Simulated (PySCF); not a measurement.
BrGeH5N2, SMILES [NH2][GeH]([NH2])[Br].

The structure is a stationary point at TPSSh-D3(BJ)/def2-SVP. This is a generated structure with no PubChem entry under its InChIKey; it may be hypothetical. Other conformers were not sampled.

These are M06-2X/def2-TZVP (PySCF) values and carry that method's errors.

Task: Estimate the frontier levels, gap, dipole moment and polarisability. (Estimate from the structure and the level; the computed values follow.)

Result: 
The highest occupied level is -9.10 eV and the lowest empty level is 1.07 eV. The orbital gap is 10.17 eV and the dipole moment comes out as 1.87 D. The quadrupole, principal values (traceless, Buckingham form, about the centre of nuclear charge) is -6.16, -2.92, 9.08 D·Å and the mean static polarisability is 63.6 bohr³ (9.42 Å³). The polarisability, principal values is 54.7, 59.9, 76.1 bohr³.
